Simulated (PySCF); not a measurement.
A PySCF script (with the pyscf-properties extension) for the NMR shieldings of H4Mg2O2, on a PBE0-D3(BJ)/def2-SVP geometry:

```python
import basis_set_exchange as bse
import numpy as np
from pyscf import gto, dft
from pyscf.prop import nmr

atoms = """
Mg   -1.000156   -0.988279    0.433287
H    -2.152398   -2.148826    0.925404
O    -0.847734    0.490223   -0.833076
Mg    0.996784    0.991689   -0.432812
H     2.168359    2.127078   -0.937659
O     0.841902   -0.482703    0.837519
H    -1.477754    0.861356   -1.452483
H     1.471008   -0.850528    1.459810
"""
names = dict.fromkeys(["Mg", "H", "O"], "pcSseg-1")
basis = {el: gto.basis.parse(bse.get_basis(n, elements=[el], fmt="nwchem")) for el, n in names.items()}
mol = gto.M(atom=atoms, basis=basis, charge=0, verbose=0)
mf = dft.RKS(mol, xc="PBE0")
mf.grids.level = 2
mf.grids.alignment = dft.numint.BLKSIZE   # the property module wants whole blocks of grid points
mf.conv_tol = 1e-9
mf.kernel()

calc = nmr.RKS(mf)   # GIAO
C = mf.mo_coeff
Co = C[:, mf.mo_occ > 0]
resp = mf.gen_response(singlet=True, hermi=2)
def vind(x):   # induced exchange potential for any number of trial vectors
    d = np.einsum("pi,xij,qj->xpq", C, 2 * x.reshape(-1, C.shape[1], Co.shape[1]), Co, optimize=True)
    return np.einsum("xpq,pi,qj->xij", resp(d - d.transpose(0, 2, 1)), C, Co, optimize=True).ravel()
mo1, _ = nmr.rhf.solve_mo1(calc, with_cphf=vind)
sigma = calc.kernel(mo1)
for i, s in enumerate(sigma):   # ppm
    w = np.linalg.eigvalsh((s + s.T) / 2)
    print("%2d %-2s iso %8.1f  s11 %8.1f  s22 %8.1f  s33 %8.1f" % (i, mol.atom_pure_symbol(i), w.mean(), *w))
```

Question: Give the expected output.

Answer: 
```
 0 Mg iso    505.4  s11    444.4  s22    456.9  s33    614.9
 1 H  iso     26.9  s11     24.0  s22     24.3  s33     32.4
 2 O  iso    349.9  s11    314.6  s22    344.8  s33    390.3
 3 Mg iso    505.4  s11    444.4  s22    456.8  s33    614.9
 4 H  iso     26.9  s11     24.0  s22     24.3  s33     32.4
 5 O  iso    349.6  s11    314.4  s22    344.9  s33    389.6
 6 H  iso     31.4  s11     22.8  s22     23.7  s33     47.6
 7 H  iso     31.4  s11     22.8  s22     23.7  s33     47.6
```

These numbers come from an equivalent density-fitted implementation of the same equations, which agrees with the script to about 0.01 ppm for H and up to a few tenths of a ppm for heavy atoms, so last digits may differ.

Size and cost of the density-fitted run: 86 basis functions, 5.3 s wall time on 1 thread of an x86-64 server CPU, shared host.
